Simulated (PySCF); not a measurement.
Relaxation of triplet TiH₂

Computed with UPBE0 in PySCF with Ti def2-TZVP, H def2-TZVP; no relativity; density-fitted integrals. A (50,194) grid was used.

A hand-made side-on start, of C2v symmetry, held to at least that symmetry:

```xyz
3
charge 0 multiplicity 3, angstrom
Ti    0.0000    0.0000   -0.0670
H     0.4200    0.0000    1.5943
H    -0.4200    0.0000    1.5943
```

**Question.** What forces act on the atoms at the start (eV/Å)?

**Answer.** 
```csv
atom,Fx,Fy,Fz
Ti1,0.00,0.00,-2.29
H2,-0.54,0.00,1.15
H3,0.54,0.00,1.15
```

**Question.** What does it relax to?

**Answer.** It ends at C2v with H–H 0.746 Å. The molecule has come apart into Ti + H₂. No frequency check is given, so it may be a saddle point.

**Question.** How much energy is released, and in how many steps?

**Answer.** 51.9 kJ/mol in 16 steps.

The determinant is spin-contaminated (⟨S²⟩ = 2.25, pure value 2.00). Other spin states or occupations of the open shell can lie lower.
